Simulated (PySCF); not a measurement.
Vertical excitations of a molecule CH4Cl2OSi2 from TDDFT-PBE/def2-SVPD run with PySCF, as energy in eV (oscillator strength): 5.27 (0.015), 5.30 (0.000), 5.45 (0.001), 5.50 (0.010), 5.51 (0.006), 5.57 (0.029), 5.78 (0.052), 5.99 (0.037), 6.04 (0.051), 6.29 (0.002). Lowest triplet (TDA): 4.79 eV. Coordinates come from a PBE-D3(BJ)/def2-SVP optimisation. The values are those of a single conformer.

Which structure fits?
A) Cl[Si]1(Cl)OC[SiH2]1
B) Cl[Si]1(Cl)CO[SiH2]1
C) Cl[Si]1(Cl)C[SiH2]O1
D) Cl[Si@@H]1C[Si@H](Cl)O1

B, Cl[Si]1(Cl)CO[SiH2]1
